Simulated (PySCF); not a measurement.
WOBr3, SMILES [O]=[W]([Br])([Br])[Br] (connectivity only; charge and spin as stated), neutral, multiplicity 2.

Geometry optimised at PBE-D3(BJ)/def2-SVP. The multiplicity is an assumed one; other spin states were not compared. The def2 effective core potentials stand for the cores of W; spin–orbit coupling is left out.

Level of theory: PBE-D3(BJ)/def2-SVP in PySCF.

Frequencies are harmonic and unscaled.

**Question.** Give all harmonic wavenumbers and intensities. (An estimate is asked for; the answer gives what the named calculation found.)

**Answer.** 
```
mode  ν (cm⁻¹)  IR (km/mol)  moving atoms (share of kinetic energy)
----  --------  -----------  --------------------------------------
1           32          2.8                  Br 73 %, W 19 %, O 9 %
2           58          0.2                         Br 85 %, W 12 %
3           84          0.1                         Br 63 %, W 34 %
4          111          8.1                         O 77 %, Br 22 %
5          187          1.6                         O 73 %, Br 27 %
6          248          3.2                         Br 85 %, W 14 %
7          266         27.2                         Br 65 %, W 35 %
8          294         37.5                 W 45 %, Br 44 %, O 12 %
9          998        102.2                           O 92 %, W 8 %
```
